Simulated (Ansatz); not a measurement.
Consider the ligand exchange at the Si–O bond: `CBO[SiH](O)F` + `O[SiH](O)S` → `O[SiH](O)S[SiH](O)F` + `CBO`.

Computed with Ansatz on PBE0-D4/def2-TZVP structures; ΔE is electronic, products minus reactants. CCSD(T)/CBS is the MP2 limit (def2-TZVPP, def2-QZVPP) plus CCSD(T) − MP2 in def2-TZVPP, frozen cores. Functionals use def2-TZVPP. B3LYP here is the variant with VWN-RPA as its local correlation; programs differ in this. Each species was taken in one conformer, which may not be the lowest.

`CBO[SiH](O)F`:

Cartesian coordinates in Å:
```
C -1.736 0.070 1.468
B -0.461 -0.477 0.762
O 0.181 0.264 -0.182
Si 1.523 0.013 -1.079
O 1.231 0.347 -2.636
F 2.624 0.998 -0.495
H -2.572 -0.622 1.321
H -2.035 1.064 1.130
H -1.576 0.098 2.552
H -0.014 -1.566 1.030
H 2.019 -1.366 -0.997
H 0.815 1.177 -2.874
```

`O[SiH](O)S`:

```xyz
8

O     1.093    0.115   -0.981
Si    0.287   -0.177    0.419
O    -0.422   -1.633    0.238
S    -1.044    1.440    0.845
H     1.333    1.027   -1.154
H     1.150   -0.262    1.613
H    -0.720   -1.875   -0.640
H    -1.678    1.366   -0.338
```

`O[SiH](O)S[SiH](O)F`:

Z-matrix (Å, degrees):
```
Si
O 1 1.647
S 1 2.134 2 111.6
O 1 1.631 2 108.3 3 -118.3
H 1 1.473 2 104.2 3 120.4
H 2 0.961 1 116.3 3 75.4
Si 3 2.138 1 98.4 2 54.9
H 4 0.958 1 118.9 2 149.2
O 7 1.618 3 112.3 1 -42.5
F 7 1.592 3 108.4 1 79.1
H 7 1.470 3 108.5 1 -164.6
H 9 0.967 7 117.8 3 25.0
```

`CBO`:

Cartesian coordinates in Å:
```
C -0.837 0.247 -0.501
B 0.348 -0.315 0.340
O 1.514 0.376 0.395
H -0.608 1.194 -0.994
H -1.719 0.385 0.134
H -1.139 -0.482 -1.262
H 0.260 -1.353 0.949
H 2.181 -0.051 0.938
```

```json
{"level": "r2SCAN-D4", "ΔE (kJ/mol)": "24.7"}
{"level": "PBE0-D4", "ΔE (kJ/mol)": "18.5"}
{"level": "B3LYP-D4", "ΔE (kJ/mol)": "29.7"}
{"level": "CCSD/CBS(def2)", "ΔE (kJ/mol)": "38.1"}
```

**Question.** What does CCSD(T)/CBS give? (Best estimate.)

**Answer.** Computed: +31.9 kJ/mol. The listed levels differ from it by -7.2, -13.4, -2.2, 6.2 kJ/mol.

Largest T1 diagnostic among the species: 0.012.

In def2-TZVPP, CCSD(T) changes the Hartree–Fock value by −29.7 kJ/mol (the triples alone add −6.2 kJ/mol) and MP2 by −34.8 kJ/mol. From PBE to PBE0 (25 % exact exchange), in def2-TZVPP and without D4, ΔE moves by +6.5 kJ/mol. The D4 term adds −10.2 kJ/mol with B3LYP and −5.4 kJ/mol with PBE0; it sums over pairs of atoms, weighted by their polarisabilities, and B3LYP, whose exchange is more repulsive, gets the larger term.
